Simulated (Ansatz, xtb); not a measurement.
# Ranking isomers of C3H6BFO2

6 gas-phase structures of C3H6BFO2, from a drawn sample of its isomers (lower ones may exist). Each was relaxed with GFN2-xTB; where two conformers were screened, the lower at r2SCAN-D4/def2-SVP//GFN2-xTB is listed:

A. `C=COB(F)OC`, a singlet
B. `C=CCOB(O)F`, a singlet
C. `C[C@@H]1COB(F)O1`, a singlet
D. `OB(F)OC1CC1`, a singlet
E. `F[C@@H]1CCOBO1`, a singlet
F. `C[C@@H]1OBO[C@@H]1F`, a singlet

Question: Which do you expect lowest at r2SCAN-D4/def2-SVP//GFN2-xTB, and how would the others follow?

Answer: Calculated order at r2SCAN-D4/def2-SVP//GFN2-xTB: C (0.0), B (14.4), D (19.2), A (21.4), E (40.3), F (40.6) kcal/mol. Less than 1 kcal/mol parts E and F, so the order within that pair means little.

Energies above the lowest of each column, in kcal/mol; the last columns are at r2SCAN-D4/def2-SVP geometries and were run for some of them only (a dash: not run or not comparable):

```json
{"structure": "C", "GFN2-xTB": "0.0", "HF/STO-3G": "0.0", "r2SCAN-D4/def2-SVP//GFN2-xTB": "0.0", "r2SCAN-D4/def2-SVP": "0.0", "CCSD(T)/def2-SVP + ΔMP2/def2-TZVPP": "0.0"}
{"structure": "B", "GFN2-xTB": "24.1", "HF/STO-3G": "57.1", "r2SCAN-D4/def2-SVP//GFN2-xTB": "14.4", "r2SCAN-D4/def2-SVP": "13.8", "CCSD(T)/def2-SVP + ΔMP2/def2-TZVPP": "10.0"}
{"structure": "D", "GFN2-xTB": "20.0", "HF/STO-3G": "51.2", "r2SCAN-D4/def2-SVP//GFN2-xTB": "19.2", "r2SCAN-D4/def2-SVP": "16.4", "CCSD(T)/def2-SVP + ΔMP2/def2-TZVPP": "16.9"}
{"structure": "A", "GFN2-xTB": "24.9", "HF/STO-3G": "50.0", "r2SCAN-D4/def2-SVP//GFN2-xTB": "21.4", "r2SCAN-D4/def2-SVP": "–", "CCSD(T)/def2-SVP + ΔMP2/def2-TZVPP": "–"}
{"structure": "E", "GFN2-xTB": "22.3", "HF/STO-3G": "41.8", "r2SCAN-D4/def2-SVP//GFN2-xTB": "40.3", "r2SCAN-D4/def2-SVP": "–", "CCSD(T)/def2-SVP + ΔMP2/def2-TZVPP": "–"}
{"structure": "F", "GFN2-xTB": "24.0", "HF/STO-3G": "39.2", "r2SCAN-D4/def2-SVP//GFN2-xTB": "40.6", "r2SCAN-D4/def2-SVP": "–", "CCSD(T)/def2-SVP + ΔMP2/def2-TZVPP": "–"}
```

Every level run on C puts it lowest or level with the lowest. Flexible structures stand in one conformer each, not always the lowest. Frequencies (GFN2-xTB) were run for B, C, D alone. ΔMP2 is the change of the MP2 energy from the smaller to the larger basis.

Over these structures GFN2-xTB departs from r2SCAN-D4/def2-SVP//GFN2-xTB by 9.3 kcal/mol on average once a common shift is removed. A GFN2-xTB relaxation took about 0.3 s and the r2SCAN-D4/def2-SVP//GFN2-xTB energy about 3.6 s on a shared host (Ansatz 0.2.0, xtb 6.7.1).
